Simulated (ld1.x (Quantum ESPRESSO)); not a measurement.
**Before and after: ultrasoft potential for tin**

Sn, ultrasoft, made with ld1.x (Quantum ESPRESSO) 7.5 (PBE, scalar-relativistic). Core [Kr] 4d10, reference 5s1.75 5p2.25. Waves: 5s (bound): rcut 1.60, rcutus 1.95 bohr; 5s channel at -0.35 Ry: rcut 1.60, rcutus 1.95 bohr; 5p (bound): rcut 1.65, rcutus 2.20 bohr; 5p channel at 2.6 Ry: rcut 1.65, rcutus 2.20 bohr; 5d channel at 0.45 Ry: rcut 1.85, rcutus 2.00 bohr. Local part: all-electron potential smoothed inside 2.15 bohr (lloc = -2). Core correction: a·sin(br)/r model core, default radius (core density twice the valence density). Augmentation charge: built from norm-conserving waves at rcut, not smoothed further.

All-electron outer shells of the reference configuration (PBE, scalar-relativistic, ld1.x):

```tsv
shell	level (eV)	outermost node (bohr)	outermost maximum (bohr)
4p	-90.10	0.41	0.79
4d	-26.22	0.39	0.88
5s	-10.77	0.98	2.01
5p	-3.86	1.09	2.55
```

Change: local potential all-electron potential smoothed inside 1.45 bohr (lloc = -1).

Cutoffs: the cutoffs (Ry, on a coarse ladder) from which the occupation-weighted sum of valence levels, in a spherical-Bessel basis at the reference potential, stays within 10 and 1 mRy of its value at 400 Ry; they do not see the model core or the augmentation charge, which bear on the density cutoff. Errors are all-electron minus pseudo energies relative to the spin-unpolarised reference configuration.

Q: What does the change do?

A: The bound ghosts move from d to s; the errors of the 7 common tests hardly move; the range in which the s phases agree widens (upper end 3.8 → 4.9); the range in which the p phases agree narrows (upper end at the end of the scan → 3.1). A state that the projectors do not describe sees the local part alone, so a deeper or shallower local part can create or remove a ghost.

```csv
quantity,base,changed
"cutoffs, loose and tight","8 Ry, 15 Ry",not determined
bound ghosts,d,"s (d not tested, overlap not positive)"
"error for 5s2 5p2, meV [ΔE -1.72 eV]",-0.7,-0.7
"error for 5s2 5p1, meV [ΔE 5.15 eV]",-5.7,-5.7
"error for 5s2 5p0, meV [ΔE 19.11 eV]",-58,-58
"error for 5s1 5p3, meV [ΔE 5.26 eV]",-8.3,-8.3
"error for 5s0 5p4, meV [ΔE 12.46 eV]",-43,-42
"error for 5s2 5p1.5, meV [ΔE 0.89 eV]",-0.8,-0.8
"error for 5s1 5p2, meV [ΔE 12.80 eV]",-31,-31
s: phases at 2.38 bohr within 0.05 rad from the reference energy up to (Ry; the scan ends near 5),3.8,4.9
p: phases at 2.38 bohr within 0.05 rad from the reference energy up to (Ry; the scan ends near 5),to the end of the scan,3.1
d: phases at 2.38 bohr within 0.05 rad from the reference energy up to (Ry; the scan ends near 5),1.1,0.9
lowest overlap eigenvalue by channel,"s 0.42, p 0.56, d 0.02","s 0.37, p 0.47, d -1.05"
```

Changed file: the overlap operator is not positive definite in a basis up to 400 Ry (lowest eigenvalue d -1.05), so the file is unfit for use: the generalised eigenproblem breaks down once the basis is large enough, and its test numbers describe a broken file. A true bound ghost makes a file unfit for plane-wave use even where its test errors are small: the radial tests pick states by their node count and pass the ghost by.
